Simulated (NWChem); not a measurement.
Species: SnH3 cation; SMILES [SnH3+]

All runs: NWChem. All runs use the structure optimised with PBE-D3(BJ)/def2-SVP. def2 effective core potentials on Sn; no spin-orbit coupling. Level: PBE0/def2-SVPD; the question gives the wavelength of the field.

**Question.** What does the run give for field static? Quantities: isotropic polarisability (bohr³); anisotropy (bohr³).

**Answer.** 
```
Quantity                          Result
--------------------------------  ------
isotropic polarisability (bohr³)    30.4
anisotropy (bohr³)                  11.9
```
